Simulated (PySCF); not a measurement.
A structure optimised at PBE-D3(BJ)/def2-SVP, used in a PySCF frequency run:

```
C
C 1 1.3538
H 2 1.1001 1 121.13
H 2 1.1034 3 117.26 1 179.25
H 1 1.1062 2 117.86 3 -1.39
C 1 1.5020 5 115.79 2 175.38
H 6 1.1056 1 113.10 5 27.55
H 6 1.1089 7 110.26 1 -127.34
Al 6 1.9538 7 115.33 8 -123.35
O 9 1.7155 6 117.98 7 139.99
H 10 0.9703 9 122.19 6 169.38
Cl 9 2.1229 10 119.95 11 -5.78
```
Charge 0, spin multiplicity 1.

Problem. Write its SMILES and formula.

Solution. C=C[CH2][Al]([OH])[Cl], C3H6AlClO

Problem. What are its rotational constants (standard atomic weights)?

Solution. 2.9817, 1.4486, 1.1809 GHz
